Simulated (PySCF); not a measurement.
## Se: electron affinity

Se⁻ [Ar] 3d10 4s2 4p5 (2P) → Se [Ar] 3d10 4s2 4p4 (3P), as a difference of total energies. Calculation: PySCF 2.14, in dyall-av2z; no relativity, point nucleus. Correlated levels: valence: [Ar] 3d10 frozen; virtual orbitals above 40 to 60 times the deepest correlated orbital energy dropped. The calculations carry no spin-orbit coupling.

| method | electron affinity (eV) |
| --- | --- |
| UHF | 1.021 |
| LDA | 2.403 |
| PBE0 | 2.095 |
| r2SCAN0 | 2.094 |
| PW91 | 2.224 |
| TPSS | 2.147 |
| HSE06 | 2.126 |
| MP2 (valence) | 1.773 |
| SCS-MP2 (valence) | 1.755 |

Problem. Estimate what PBE gives.

Solution. 2.162 eV, closest to TPSS among the rows shown.

Problem. Estimate what r2SCAN gives.

Solution. 2.143 eV, closest to TPSS among the rows shown.

A first-order spin-orbit estimate (lowest level to lowest level, LS coupling) adds -0.013 eV.

These non-relativistic numbers lack the scalar-relativistic shift.

Errors of the correlated levels include the incompleteness of this basis and the frozen core.

In the anion the highest occupied orbital energy is positive at LDA, PBE, PBE0, r2SCAN, PW91, TPSS, HSE06, a self-interaction effect; the basis confines that electron, and the energy difference can still be sensible.

For comparison: 2.021 eV (measured; photodetachment measurements, as compiled on the Wikipedia data page of electron affinities).
